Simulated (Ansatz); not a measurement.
`N[SiH](O)F`. Total charge 0; spin multiplicity 1.

```xyz
8

N    -0.938    0.619    0.379
Si    0.214   -0.549   -0.064
O     1.364    0.108   -1.012
F     0.794   -1.077    1.325
H    -1.459    0.526    1.235
H    -1.445    1.147   -0.312
H    -0.249   -1.731   -0.811
H     1.719    0.957   -0.740
```

Problem. What are the harmonic wavenumbers in cm⁻¹ at PBE0-D4/def2-TZVP (Ansatz, finite differences of forces, unscaled)? (Estimate.)

Solution. The calculation gave: 192, 257, 297, 359, 387, 406, 763, 793, 824, 850, 912, 938, 992, 1579, 2286, 3617, 3712, 3910.

Problem. Is this a minimum?

Solution. Yes, all 18 modes are real.

Problem. Give the ideal-gas thermochemistry at 298.15 K and 1 bar (rigid rotor, harmonic oscillator; point group C1, symmetry number 1).

Solution. Zero-point energy 138.0 kJ/mol; H(298) − E = 155.5 kJ/mol; entropy 308.4 J/(mol·K), of which translation 163.7, rotation 104.6, vibration 40.0; G(298) − E = 63.6 kJ/mol.
